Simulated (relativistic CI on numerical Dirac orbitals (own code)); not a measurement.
Pr⁴⁺: M4,5 absorption edge

Computed with this model: Dirac-Coulomb-Breit CI, KLI orbitals optimised for each configuration, a model potential for QED, multiplet model of core-to-valence dipole absorption, unscaled Slater integrals; configurations [Xe] 4f → [Ar] 3d9 4s2 4p6 4d10 4f2 5s2 5p6; 300 K; Lorentzian 0.9 eV and Gaussian 0.4 eV FWHM. Energies are those of the free ion, without screening or charge transfer. The branching ratio is the share of the lower-energy edge in the whole absorption, uncertain by about 0.02 where the edges overlap. S is read from ⟨S²⟩ = S(S + 1).

free ion: ground-state S = 0.50, centroid 947.84 eV, branching ratio 0.412. Peaks (eV, height): 935.5 (37), 935.9 (36), 937.3 (72), 951.6 (13), 953.8 (40), 956.6 (100), 960.2 (8).

The statistical ratio of this edge is 3/5 = 0.600. Values above it arise where the holes sit mainly in the j = l + 1/2 valence subshell or the ground state has high spin; values below it where core-valence Coulomb terms move weight to the upper edge, as in nearly empty shells.

Strongest unbroadened transitions for free ion:

| Energy (eV) | Relative strength |
| --- | --- |
| 933.09 | 2.1 |
| 933.71 | 2.2 |
| 935.20 | 21.0 |
| 935.37 | 13.1 |
| 935.77 | 7.5 |
| 936.11 | 18.9 |
| 937.23 | 65.8 |
| 937.52 | 33.3 |
| 951.25 | 4.7 |
| 951.60 | 5.9 |
| 951.69 | 3.0 |
| 952.43 | 2.2 |
| 953.78 | 46.7 |
| 954.72 | 10.9 |
| 956.54 | 100.0 |
| 956.97 | 49.9 |
| 957.68 | 9.2 |
| 960.21 | 8.1 |
